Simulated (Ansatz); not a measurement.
Consider the silylene formation by 1,1-elimination: `C[SiH](F)CN` → `NCF` + `C[SiH]`.

Gas-phase electronic energies from Ansatz, PBE0-D4/def2-TZVP geometries. CCSD(T)/CBS is the MP2 limit (def2-TZVPP, def2-QZVPP) plus CCSD(T) − MP2 in def2-TZVPP, frozen cores. This one scheme is used for every species. Functionals use def2-TZVPP. B3LYP here is the variant with VWN-RPA as its local correlation; programs differ in this. One conformer a species, not always the lowest.

| level | ΔE (kJ/mol) | difference from CCSD(T)/CBS |
| --- | --- | --- |
| r2SCAN-D4 | 418.3 | 7.2 |
| B3LYP-D4 | 394.9 | -16.2 |
| B2PLYP | 398.1 | -13.0 |
| PBE | 380.0 | -31.1 |
| HF/def2-TZVPP | 388.0 | -23.1 |
| SCS-MP2/def2-TZVPP | 411.7 | 0.6 |
| CCSD/def2-TZVPP | 398.8 | -12.3 |
| HF/def2-QZVPP | 390.6 | -20.5 |
| MP2/def2-QZVPP | 433.5 | 22.4 |
| MP2/CBS(def2) | 437.1 | 26.0 |
| CCSD(T)/CBS | 411.1 | 0 |

Largest T1 diagnostic among the species: 0.012.

From PBE to PBE0 (25 % exact exchange), in def2-TZVPP and without D4, ΔE moves by +17.6 kJ/mol. The D4 term adds +15.4 kJ/mol with B3LYP and +8.6 kJ/mol with PBE0; it sums over pairs of atoms, weighted by their polarisabilities, and B3LYP, whose exchange is more repulsive, gets the larger term. In def2-TZVPP, CCSD(T) changes the Hartree–Fock value by +12.5 kJ/mol (the triples alone add +1.7 kJ/mol) and MP2 by +38.5 kJ/mol.
